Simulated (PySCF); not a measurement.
**Correlation energy of Be (beryllium, neutral)**

[He] 2s1 3s1, high-spin 3S determinant (an excited configuration). All numbers are calculated (PySCF 2.14, the spin-free X2C one-electron Hamiltonian (Gaussian nucleus), in aug-cc-pVQZ-DK (6s5p4d3f2g, 80 functions)). Frozen: 1s2; 2 electrons correlated.

Total MP2 correlation energy: -1.97 mhartree.

Same-spin part -1.97 and opposite-spin part 0.00 mhartree; SCS-MP2 scales them by 1/3 and 6/5 to -0.66 mhartree.
